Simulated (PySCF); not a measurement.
**How methods differ on the ionisation energy of Cu²⁺**

Cu²⁺ [Ar] 3d9 [3d3/2^4 3d5/2^5, M_J = 5/2] → Cu³⁺ [Ar] 3d8 [3d3/2^4 3d5/2^4, M_J = 4], as a difference of total energies. Calculation: PySCF 2.14, in x2c-SVPall-2c (5s5p3d1f, 42 functions); the two-component X2C-1e Hamiltonian. Correlated levels: [Ne] frozen; the 6 highest virtual spinors dropped. "Screened" scales the spin-orbit matrix elements by Boettger's factors to mimic the two-electron term; Breit and QED terms are absent.

| method | ionisation energy (eV) |
| --- | --- |
| GHF (spin-free) | 34.678 |
| GMP2 (spin-free) | 36.492 |
| GHF (screened spin-orbit) | 34.610 |
| GMP2 (screened spin-orbit) | 36.423 |

Errors of the correlated levels include the incompleteness of this basis and the frozen core.

The labels give the starting determinants; with spin-orbit coupling the two ends relaxed to ⟨J²⟩ = 8.75, ⟨L²⟩ = 6.00, ⟨S²⟩ = 0.75 and ⟨J²⟩ = 20.00, ⟨L²⟩ = 12.01, ⟨S²⟩ = 2.00.

Q: Which method comes closest to the reference value, and which is furthest?

A: The reference is 36.841 ± 0.012 eV (measured; NIST Atomic Spectra Database, ionization energies). Closest: GMP2 (spin-free) (error -0.349 eV); furthest: GHF (screened spin-orbit) (error -2.231 eV).
